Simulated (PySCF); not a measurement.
A GIAO shielding run with PySCF (density fitting, non-relativistic, gas phase) on `C=C(C)[SiH2][C@@H](F)CCl`, C₅H₁₀ClFSi:

```
$ OMP_NUM_THREADS=1 python probes_run.py task.json out

{"job": {"kind": "nmr", "xc": "PBE0", "basis": "pcSseg-1"}, "charge": 0, "multiplicity": 1}
C     -1.649011    -1.392820     0.109447
C     -1.506658    -0.131799    -0.280940
C     -2.701299     0.723009    -0.582631
Si     0.155268     0.736291    -0.472901
C      1.589460    -0.516792    -0.165934
F      1.369837    -1.675771    -0.902918
C      2.948694     0.009522    -0.589354
Cl     3.258875     1.554818     0.209961
H     -0.809577    -2.030339     0.324673
H     -2.622884    -1.847306     0.218341
H     -3.628238     0.176417    -0.423519
H     -2.698625     1.607111     0.052383
H     -2.668281     1.064639    -1.615699
H      0.333319     1.250858    -1.835860
H      0.272648     1.810595     0.516869
H      1.627375    -0.839468     0.880227
H      2.966182     0.182934    -1.665878
H      3.754157    -0.675583    -0.317442
```

Hardware: 1 thread of an Arm Neoverse V1, shared host. The job also computes population analyses, field gradients.

Problem. How large is the calculation?

Solution. 80 electrons, 200 basis functions and 1082 auxiliary functions.

Problem. How long does it take, and how much memory does it need?

Solution. 40 s of wall time, with 13 SCF cycles and 4 response iterations; peak memory 0.9 GiB. Times on a shared host scatter by some tens of per cent.
